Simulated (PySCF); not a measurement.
## Peak assignment

Geometry:
| atom | x (Å) | y (Å) | z (Å) |
| --- | --- | --- | --- |
| C1 | -2.219 | -1.719 | 0.073 |
| C2 | -1.646 | -0.592 | -0.368 |
| C3 | -2.457 | 0.499 | -1.007 |
| C4 | -0.164 | -0.328 | -0.265 |
| C5 | 0.672 | -1.509 | 0.201 |
| O6 | 2.042 | -1.177 | 0.272 |
| B7 | 2.419 | 0.095 | 0.560 |
| O8 | 1.526 | 1.099 | 0.763 |
| C9 | 0.141 | 0.863 | 0.645 |
| H10 | -1.657 | -2.527 | 0.547 |
| H11 | -3.296 | -1.873 | -0.033 |
| H12 | -2.018 | 0.807 | -1.971 |
| H13 | -3.492 | 0.176 | -1.186 |
| H14 | -2.494 | 1.401 | -0.374 |
| H15 | 0.194 | -0.057 | -1.278 |
| H16 | 0.564 | -2.359 | -0.491 |
| H17 | 0.333 | -1.849 | 1.196 |
| H18 | 3.595 | 0.346 | 0.636 |
| H19 | -0.288 | 0.678 | 1.646 |
| H20 | -0.318 | 1.784 | 0.256 |

How the numbers were obtained: PBE0/pcSseg-1 with gauge-including orbitals, PBE0-D3(BJ)/def2-SVP structure, in PySCF (no relativistic terms, a single conformation, one averaged value for each set of equivalent atoms, in vacuum).

δ = σ(ref) − σ, references computed at the same level: TMS for ¹³C (σ = 184.41 ppm), ¹H (σ = 31.27 ppm).

Question: Assign these signals to the numbered atoms. ¹³C{¹H} NMR (computed): δ 151.3, 117.5, 66.5, 44.3, 25.7.

Answer: 
| δ (ppm) | atoms | environment | reason |
| --- | --- | --- | --- |
| 151.3 | C2 | fully substituted alkene carbon | the olefinic region |
| 117.5 | C1 | terminal =CH2 carbon | the olefinic region |
| 66.5 | C5/C9 | sp3 CH2 bonded to O | deshielded by the electronegative neighbour |
| 44.3 | C4 | allylic sp3 CH | saturated and bonded to C and H only |
| 25.7 | C3 | allylic methyl carbon | saturated and bonded to C and H only |

Question: Assign these signals to the numbered atoms. ¹H NMR (300 MHz, computed): δ 5.16 (br s, 1H), 4.77 (br s, 1H), 4.12 (br, 1H), 4.04 (m, 2H), 3.65 (m, 2H), 2.08 (m, 1H), 1.85 (s, 3H).

Answer: 
5.16 → H11, hydrogen on a terminal =CH2 carbon: attached to an sp2 carbon and in the plane of the double bond
4.77 → H10, hydrogen on a terminal =CH2 carbon
4.12 → H18, hydrogen on a boron bonded to 2 O, in a 6-membered ring
4.04 → H16/H20, hydrogen on an sp3 CH2 bonded to O: its carbon carries O, hence the downfield position
3.65 → H17/H19, hydrogen on an sp3 CH2 bonded to O
2.08 → H15, hydrogen on an allylic sp3 CH: allylic position
1.85 → H12/H13/H14, hydrogen on an allylic methyl carbon: allylic position

H18 and H16/H20 lie closer than the usual error of such a calculation, so a measured spectrum could show them in the other order.

Hydrogens on boron are broadened and split by ¹¹B (spin 3/2, 80 %) and 10B (spin 3). Shifts are as computed. Against solution values, carbons near 30 ppm lie about +2 ppm off and those near 130 ppm about +5 ppm. Of 1309 compounds with measured shifts, 239 miss one by over three times the rms of a fit or turn the order of signals round; such compounds aren't used in these exercises. Multiplicities follow the n + 1 count of equivalent neighbours, as no J values were calculated; m marks all less simple cases, F and P coupling included.
